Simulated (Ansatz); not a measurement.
CH6F2Si2 (`C[SiH2][SiH](F)F`). Charge 0, multiplicity 1. All single points use the PBE0-D4/def2-TZVP geometry. It is one conformer, not always the lowest.

```xyz
11

C    -1.723    0.227   -0.190
Si   -0.043   -0.312   -0.825
Si    1.608    0.080    0.791
F     1.212   -0.669    2.145
F     3.006   -0.525    0.318
H    -2.493    0.040   -0.941
H    -1.729    1.294    0.044
H    -1.988   -0.322    0.716
H     0.333    0.450   -2.048
H    -0.035   -1.763   -1.157
H     1.852    1.501    1.148
```

Task: What is the dipole moment at r2SCAN/def2-TZVPP? (Best estimate.)

Result: The calculation gave: 2.37 D, with components (-1.99, 1.04, -0.78) D in this frame, pointing from negative to positive charge.

Task: And with PBE, B3LYP, ωB97M-V? (Estimate.)

Result: The calculation gave: PBE 2.33 D, B3LYP 2.42 D, ωB97M-V 2.39 D.

Task: Give the Mulliken charges with r2SCAN, ωB97M-V, B3LYP in def2-TZVPP. (Estimate.)

Result: The calculation gave: 
| atom | r2SCAN | ωB97M-V | B3LYP |
| --- | --- | --- | --- |
| C1 | -0.30 | -0.45 | -0.39 |
| Si2 | 0.18 | 0.10 | 0.18 |
| Si3 | 0.74 | 0.67 | 0.73 |
| F4 | -0.32 | -0.31 | -0.32 |
| F5 | -0.31 | -0.30 | -0.31 |
| H6 | 0.08 | 0.13 | 0.11 |
| H7 | 0.08 | 0.13 | 0.11 |
| H8 | 0.09 | 0.13 | 0.12 |
| H9 | -0.07 | -0.02 | -0.07 |
| H10 | -0.06 | -0.02 | -0.06 |
| H11 | -0.11 | -0.06 | -0.10 |

B3LYP here is the variant with VWN-RPA as its local correlation; programs differ in this.

Computed with Ansatz.
